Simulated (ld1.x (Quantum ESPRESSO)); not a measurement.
## Building the PAW potential for N (Z = 7) (PBE, non-relativistic).

- Element: nitrogen
- Generator: ld1.x (Quantum ESPRESSO) 7.5
- Type: PAW
- Functional: PBE
- Relativity: non-relativistic
- Frozen core: [He]
- Valence charge: 5
- Reference configuration: 2s2 2p2.5 (charge +0.5)
- Partial waves: 2s (bound): rcut 0.65, rcutus 0.90 bohr; 2s channel at 0.3 Ry: rcut 0.65, rcutus 0.90 bohr; 2p (bound): rcut 1.00, rcutus 1.25 bohr; 2p channel at 1 Ry: rcut 1.00, rcutus 1.25 bohr; 3d channel at 0.45 Ry: rcut 1.00, rcutus 1.25 bohr
- Local potential: all-electron potential smoothed inside 1.05 bohr (lloc = -2)
- Core correction: Bessel-smoothed model core, default radius (core density twice the valence density)
- Augmentation charge: BG, radius 0.55 bohr

All-electron outer shells of the reference configuration (PBE, non-relativistic, ld1.x):

```tsv
shell	level (eV)	outermost node (bohr)	outermost maximum (bohr)
2s	-25.09	0.32	1.00
2p	-13.45	–	0.94
```

(1) Estimate the cutoffs (Ry, on a coarse ladder) from which the occupation-weighted sum of valence levels, in a spherical-Bessel basis at the reference potential, stays within 10 and 1 mRy of its value at 400 Ry.

(2) Does the potential have ghost states?

(3) Is the overlap operator S = 1 + Σ q|β⟩⟨β| positive definite (Bessel basis up to 400 Ry)?

## Answers

(1) 45 Ry and 70 Ry.

(2) No extra level below or beside the all-electron valence levels (s, p, d, f tested).

(3) Yes: its lowest eigenvalue is 0.54 (s channel).

Its largest configuration-test error is +7.0 meV (2s0 2p5). Test run stopped at test 7 of 7 (negative rho).
